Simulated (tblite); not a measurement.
A geometry optimisation, step by step.

Species: C8H13NO.
SMILES with atom numbers: `[CH2:1]=[C:2](/[CH:3]=[N:4]/[C:5]([CH3:6])=[O:7])[CH:8]([CH3:9])[CH3:10]` (hydrogens: H11, H12 on C1; H13 on C3; H14, H15, H16 on C6; H17 on C8; H18, H19, H20 on C9; H21, H22, H23 on C10)

Computed with GFN2-xTB (tblite), gas phase: L-BFGS steps from a force-field or distance-geometry start until the largest atomic force falls under 0.01 eV/Å. 8 of its 138 geometries are shown.

Step 0: E = -834.7605 eV, largest atomic force 3.862 eV/Å
```
atom  x, y, z in Å  |  force x, y, z in eV/Å
C1     -0.952   -1.558    1.562    0.279   0.569  -0.452
C2     -0.582   -0.683    0.606    1.341  -0.281   1.809
C3      0.709   -0.027    0.854    0.330   1.291  -1.326
N4      1.224    0.840    0.052    1.660  -0.239   1.075
C5      2.492    1.460    0.347   -1.321   2.818   2.287
C6      3.768    0.914   -0.185    0.566  -0.982   0.039
O7      2.561    2.517    1.042   -0.814  -3.001  -2.028
C8     -1.373   -0.405   -0.585    0.163  -1.329  -1.787
C9     -1.658    1.038   -0.844   -1.461   1.215  -0.095
C10    -2.626   -1.260   -0.504   -0.807  -0.724   0.157
H11    -0.297   -1.677    2.394    0.060  -0.286   0.446
H12    -1.867   -2.114    1.530    0.167  -0.085   0.282
H13     1.253   -0.260    1.767   -0.229  -0.297   0.177
H14     4.601    1.182    0.508   -0.693   0.151  -0.641
H15     3.758   -0.189   -0.220   -0.153   0.385  -0.300
H16     3.945    1.331   -1.183    0.071  -0.200   0.282
H17    -0.799   -0.760   -1.481   -0.170  -0.007   0.520
H18    -2.679    1.087   -1.332    1.137   0.270   0.400
H19    -1.725    1.567    0.119    0.025   0.079  -0.489
H20    -0.923    1.526   -1.498   -0.276  -0.201   0.430
H21    -2.360   -2.337   -0.433   -0.149   0.644  -0.321
H22    -3.199   -1.035    0.417    0.113   0.158  -0.666
H23    -3.275   -1.132   -1.376    0.161   0.052   0.202
```

Step 20: E = -835.4488 eV, largest atomic force 0.225 eV/Å
```
atom  x, y, z in Å  |  force x, y, z in eV/Å
C1     -0.881   -1.547    1.645   -0.017  -0.100   0.062
C2     -0.525   -0.724    0.655    0.072  -0.061   0.171
C3      0.729   -0.015    0.891   -0.023   0.067  -0.005
N4      1.327    0.757    0.095   -0.037  -0.016  -0.095
C5      2.449    1.499    0.352    0.055   0.013   0.043
C6      3.715    0.898   -0.224    0.034  -0.019  -0.085
O7      2.406    2.574    0.903    0.023  -0.012  -0.064
C8     -1.337   -0.480   -0.594    0.120  -0.069   0.103
C9     -1.628    1.020   -0.755    0.050  -0.091   0.004
C10    -2.655   -1.257   -0.608    0.014   0.053  -0.028
H11    -0.238   -1.673    2.502   -0.038   0.010   0.039
H12    -1.779   -2.136    1.672   -0.061   0.033  -0.151
H13     1.156   -0.195    1.886   -0.053  -0.044   0.021
H14     4.577    1.186    0.376   -0.137  -0.011   0.040
H15     3.638   -0.185   -0.293    0.009   0.021   0.035
H16     3.867    1.296   -1.223   -0.037   0.031  -0.104
H17    -0.734   -0.816   -1.449   -0.031   0.059   0.069
H18    -2.530    1.129   -1.356    0.098   0.199   0.036
H19    -1.781    1.488    0.218   -0.070  -0.035  -0.146
H20    -0.801    1.520   -1.253   -0.037   0.034   0.089
H21    -2.502   -2.333   -0.559    0.056   0.034  -0.003
H22    -3.304   -0.954    0.209    0.074   0.014   0.075
H23    -3.172   -1.024   -1.534   -0.065  -0.111  -0.106
```

Step 39: E = -835.5636 eV, largest atomic force 0.108 eV/Å
```
atom  x, y, z in Å  |  force x, y, z in eV/Å
C1     -0.976   -1.616    1.706    0.003   0.026  -0.028
C2     -0.543   -0.761    0.777    0.038   0.014  -0.002
C3      0.683   -0.024    1.050    0.075  -0.016   0.032
N4      1.309    0.636    0.179   -0.049  -0.008  -0.027
C5      2.366    1.485    0.223   -0.041  -0.016   0.082
C6      3.620    0.892   -0.384   -0.013  -0.013  -0.028
O7      2.257    2.633    0.591    0.094  -0.008  -0.053
C8     -1.248   -0.467   -0.525   -0.014   0.001   0.046
C9     -1.503    1.043   -0.619   -0.040  -0.001  -0.010
C10    -2.560   -1.234   -0.676    0.020  -0.015  -0.012
H11    -0.443   -1.754    2.635   -0.007  -0.013  -0.063
H12    -1.859   -2.213    1.570   -0.011   0.022   0.079
H13     1.063   -0.099    2.073   -0.016  -0.030   0.077
H14     4.484    1.208    0.194    0.011   0.026   0.028
H15     3.554   -0.190   -0.411    0.031  -0.083   0.024
H16     3.740    1.258   -1.399   -0.016   0.078  -0.066
H17    -0.576   -0.748   -1.345    0.008  -0.012   0.040
H18    -2.141    1.261   -1.471   -0.006   0.008  -0.026
H19    -1.996    1.398    0.284   -0.036  -0.001  -0.026
H20    -0.567    1.582   -0.736   -0.074   0.014   0.001
H21    -2.402   -2.306   -0.579    0.005   0.013  -0.051
H22    -3.280   -0.916    0.078    0.043  -0.001  -0.042
H23    -2.986   -1.043   -1.659   -0.006   0.015   0.025
```

Step 59: E = -835.5943 eV, largest atomic force 0.095 eV/Å
```
atom  x, y, z in Å  |  force x, y, z in eV/Å
C1     -1.028   -1.593    1.760    0.011   0.033  -0.035
C2     -0.559   -0.731    0.857    0.016  -0.010  -0.092
C3      0.696   -0.043    1.134    0.013  -0.018  -0.002
N4      1.320    0.605    0.255   -0.010   0.038  -0.003
C5      2.371    1.454    0.198    0.046  -0.010   0.012
C6      3.599    0.862   -0.465    0.025  -0.030   0.010
O7      2.281    2.621    0.510   -0.018  -0.012   0.020
C8     -1.216   -0.426   -0.468   -0.046   0.009  -0.055
C9     -1.552    1.066   -0.583    0.015  -0.004   0.017
C10    -2.481   -1.242   -0.722    0.011   0.010  -0.024
H11    -0.497   -1.790    2.677   -0.012   0.030   0.014
H12    -1.938   -2.144    1.611   -0.010   0.000   0.046
H13     1.077   -0.151    2.154    0.037   0.033   0.027
H14     4.481    1.204    0.072   -0.009   0.010   0.013
H15     3.563   -0.223   -0.469   -0.014  -0.022  -0.027
H16     3.672    1.229   -1.488   -0.060  -0.015   0.019
H17    -0.475   -0.664   -1.242   -0.043   0.030   0.018
H18    -2.015    1.259   -1.548    0.004   0.024   0.024
H19    -2.247    1.364    0.200   -0.008  -0.032   0.001
H20    -0.659    1.676   -0.502    0.004   0.014   0.003
H21    -2.271   -2.310   -0.702   -0.044   0.036   0.018
H22    -3.244   -1.003    0.018    0.058  -0.070  -0.029
H23    -2.883   -0.991   -1.702    0.033  -0.043   0.023
```

Step 78: E = -835.6218 eV, largest atomic force 0.037 eV/Å
```
atom  x, y, z in Å  |  force x, y, z in eV/Å
C1     -1.068   -1.456    1.803   -0.008   0.021  -0.002
C2     -0.566   -0.677    0.844    0.021  -0.017  -0.002
C3      0.717   -0.034    1.094   -0.003  -0.006   0.018
N4      1.313    0.655    0.227    0.006  -0.006   0.034
C5      2.434    1.421    0.253    0.020  -0.008  -0.016
C6      3.592    0.797   -0.499    0.017   0.002  -0.008
O7      2.452    2.544    0.702    0.011   0.020   0.008
C8     -1.214   -0.385   -0.486    0.001  -0.008   0.009
C9     -1.671    1.078   -0.526   -0.003  -0.021  -0.015
C10    -2.384   -1.313   -0.800    0.001   0.004  -0.005
H11    -0.534   -1.604    2.729   -0.026  -0.012   0.003
H12    -2.010   -1.966    1.715    0.006  -0.001  -0.015
H13     1.143   -0.202    2.089    0.012   0.019   0.008
H14     4.524    1.141   -0.056   -0.009  -0.006  -0.017
H15     3.536   -0.288   -0.479    0.001   0.018  -0.007
H16     3.558    1.138   -1.533   -0.006  -0.016   0.004
H17    -0.437   -0.514   -1.248   -0.031   0.016   0.005
H18    -2.021    1.324   -1.526   -0.026   0.018   0.002
H19    -2.486    1.244    0.176    0.028  -0.013   0.015
H20    -0.849    1.743   -0.276   -0.025   0.004  -0.007
H21    -2.058   -2.350   -0.825   -0.006  -0.018   0.019
H22    -3.167   -1.206   -0.054   -0.020   0.004  -0.030
H23    -2.808   -1.063   -1.770    0.037   0.006   0.000
```

Step 98: E = -835.6362 eV, largest atomic force 0.059 eV/Å
```
atom  x, y, z in Å  |  force x, y, z in eV/Å
C1     -1.130   -1.374    1.826    0.020  -0.003   0.007
C2     -0.565   -0.634    0.871    0.022  -0.022  -0.008
C3      0.732   -0.023    1.135   -0.012   0.038   0.026
N4      1.345    0.664    0.276   -0.004  -0.036   0.001
C5      2.493    1.390    0.278   -0.058  -0.001   0.011
C6      3.579    0.750   -0.566   -0.057  -0.005   0.016
O7      2.575    2.498    0.756    0.022  -0.040  -0.006
C8     -1.187   -0.346   -0.471   -0.009   0.022   0.021
C9     -1.766    1.072   -0.450    0.017   0.029  -0.016
C10    -2.269   -1.343   -0.871   -0.007  -0.011  -0.023
H11    -0.645   -1.524    2.777   -0.014  -0.013  -0.005
H12    -2.085   -1.851    1.697    0.018   0.016   0.027
H13     1.153   -0.210    2.129    0.009  -0.013   0.002
H14     4.551    1.106   -0.236   -0.007   0.031  -0.016
H15     3.533   -0.334   -0.512   -0.008  -0.015   0.020
H16     3.419    1.054   -1.598    0.046   0.008  -0.025
H17    -0.379   -0.374   -1.210   -0.020   0.010  -0.010
H18    -2.126    1.344   -1.439   -0.012   0.002   0.003
H19    -2.595    1.133    0.251    0.001  -0.011   0.007
H20    -1.006    1.787   -0.149    0.027   0.041  -0.017
H21    -1.903   -2.365   -0.815    0.022  -0.022   0.012
H22    -3.142   -1.245   -0.230    0.004  -0.012   0.007
H23    -2.585   -1.149   -1.892   -0.001   0.006  -0.035
```

Step 117: E = -835.6403 eV, largest atomic force 0.015 eV/Å
```
atom  x, y, z in Å  |  force x, y, z in eV/Å
C1     -1.144   -1.353    1.835   -0.011  -0.002   0.009
C2     -0.572   -0.619    0.880    0.008  -0.007  -0.011
C3      0.730   -0.023    1.145   -0.004   0.009   0.004
N4      1.343    0.657    0.281   -0.003  -0.005  -0.003
C5      2.498    1.371    0.284    0.002   0.002   0.004
C6      3.568    0.733   -0.581    0.000   0.000   0.000
O7      2.604    2.465    0.788   -0.002   0.006  -0.001
C8     -1.187   -0.323   -0.465    0.006   0.003  -0.001
C9     -1.795    1.083   -0.435   -0.001   0.006   0.002
C10    -2.229   -1.351   -0.894    0.008   0.005   0.002
H11    -0.660   -1.513    2.784    0.000   0.000   0.006
H12    -2.108   -1.813    1.711   -0.006  -0.004   0.000
H13     1.158   -0.222    2.134    0.002  -0.004   0.001
H14     4.540    1.113   -0.281    0.002   0.001  -0.005
H15     3.539   -0.351   -0.503    0.002   0.002   0.004
H16     3.386    1.016   -1.616    0.000  -0.005  -0.003
H17    -0.371   -0.319   -1.195    0.003  -0.004   0.000
H18    -2.202    1.335   -1.411   -0.002  -0.002   0.000
H19    -2.596    1.134    0.300    0.009   0.000   0.000
H20    -1.036    1.818   -0.176   -0.008   0.000   0.000
H21    -1.833   -2.360   -0.810   -0.003  -0.001  -0.012
H22    -3.128   -1.275   -0.287    0.004   0.002   0.006
H23    -2.510   -1.176   -1.930   -0.006  -0.003  -0.003
```

Step 137: E = -835.6410 eV, largest atomic force 0.009 eV/Å
```
atom  x, y, z in Å  |  force x, y, z in eV/Å
C1     -1.153   -1.350    1.836    0.000   0.000   0.002
C2     -0.571   -0.623    0.882   -0.001  -0.004   0.001
C3      0.731   -0.028    1.151   -0.004   0.004   0.000
N4      1.343    0.654    0.288   -0.001   0.001  -0.001
C5      2.493    1.373    0.281    0.004  -0.002  -0.004
C6      3.563    0.731   -0.581    0.007   0.000   0.000
O7      2.595    2.473    0.772    0.001   0.002  -0.001
C8     -1.180   -0.323   -0.465   -0.001  -0.001  -0.001
C9     -1.789    1.083   -0.429   -0.002   0.001   0.000
C10    -2.221   -1.349   -0.902   -0.006   0.001  -0.003
H11    -0.675   -1.506    2.790   -0.002  -0.006  -0.001
H12    -2.117   -1.808    1.708    0.003  -0.001   0.006
H13     1.157   -0.228    2.140    0.002  -0.001  -0.001
H14     4.534    1.129   -0.301    0.001   0.004  -0.003
H15     3.550   -0.351   -0.478   -0.001   0.002   0.003
H16     3.367    0.985   -1.621   -0.004  -0.005   0.006
H17    -0.362   -0.317   -1.193    0.001   0.003  -0.002
H18    -2.212    1.332   -1.399    0.004   0.000   0.002
H19    -2.580    1.133    0.317    0.000  -0.003  -0.002
H20    -1.030    1.819   -0.182   -0.002  -0.002  -0.002
H21    -1.819   -2.358   -0.846    0.003   0.005   0.004
H22    -3.112   -1.290   -0.281   -0.002   0.001  -0.001
H23    -2.517   -1.155   -1.930   -0.001   0.000  -0.002
```

**Question.** Summarise the path.

**Answer.** The energy falls by 84.95 kJ/mol from step 0 to step 137; nine tenths of that is first reached at step 36. It falls at every step. The largest force goes from 3.862 to 0.009 eV/Å. Among the bonds N4–C5 changes most, from 1.441 to 1.356 Å; the atoms move by 0.620 Å rms after alignment.

**Question.** Follow the three bonds and two angles with the largest change from start to end.

**Answer.** 
```csv
step,E above end (kJ/mol),largest force (eV/Å),N4–C5 (Å),C5=O7 (Å),C2–C8 (Å),C3–N4–C5 (°),N4–C5–C6 (°)
0,84.95,3.862,1.441,1.267,1.457,121.0,121.6
6,29.11,0.341,1.376,1.206,1.510,124.4,115.1
12,24.07,0.192,1.372,1.207,1.518,125.4,114.7
18,20.08,0.214,1.371,1.209,1.510,126.6,112.7
24,15.06,0.226,1.372,1.207,1.510,127.0,114.1
30,11.10,0.218,1.361,1.209,1.511,130.2,113.6
36,8.30,0.115,1.361,1.210,1.510,131.5,113.1
42,6.82,0.151,1.355,1.210,1.509,134.4,112.9
48,5.78,0.104,1.351,1.211,1.511,137.4,113.4
54,5.14,0.073,1.351,1.212,1.510,138.1,113.8
60,4.40,0.119,1.353,1.211,1.509,136.6,113.8
66,3.63,0.077,1.353,1.211,1.510,135.5,113.5
71,2.72,0.097,1.356,1.211,1.511,134.1,113.3
77,1.92,0.045,1.357,1.210,1.508,133.2,113.0
83,1.51,0.071,1.357,1.210,1.508,134.5,112.5
89,1.06,0.067,1.357,1.210,1.509,134.8,112.7
95,0.67,0.048,1.357,1.209,1.508,134.4,112.5
101,0.27,0.060,1.357,1.210,1.508,134.2,112.1
107,0.13,0.024,1.357,1.210,1.508,134.1,112.3
113,0.08,0.018,1.357,1.210,1.508,134.2,112.2
119,0.06,0.010,1.357,1.209,1.508,134.2,112.3
125,0.04,0.012,1.357,1.210,1.508,134.5,112.2
131,0.02,0.015,1.356,1.210,1.508,134.7,112.3
137,0.00,0.009,1.356,1.210,1.508,134.7,112.2
```
